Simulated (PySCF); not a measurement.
A compound of formula C28H16N2 has these computed shifts in ppm, with the number of atoms in brackets (GIAO PBE/pcSseg-1, gas phase, PySCF SCF with an in-house response code, fitting set def2-universal-JFIT, grid level 2, non-relativistic, geometry: GFN2-xTB; 13C, 1H against isolated TMS; 15N against isolated NH3).

15N: 358.7 (1), 343.6 (1)
1H: 10.28 (1), 10.02 (1), 9.76 (1), 9.14 (1), 9.05 (1), 9.01 (1), 8.95 (1), 8.92 (1), 8.49 (1), 8.13 (1), 8.08 (1), 8.02 (1), 7.97 (1), 7.90 (1), 7.75 (1), 7.59 (1)
13C: 155.0 (1), 153.0 (1), 148.5 (1), 144.1 (1), 134.2 (1), 134.0 (1), 133.5 (1), 133.5 (1), 133.1 (1), 132.9 (1), 132.5 (1), 131.6 (1), 131.5 (1), 131.4 (1), 131.0 (1), 131.0 (1), 131.0 (1), 130.6 (1), 130.6 (1), 130.2 (1), 130.1 (1), 129.0 (1), 126.9 (1), 126.7 (1), 126.6 (1), 126.5 (1), 120.6 (1), 116.9 (1)

Which structure gave them?

c1ccc2c(c1)c1ccccc1c1c2c2ccccc2c2ncc3ccncc3c21. Other isomers were not compared.
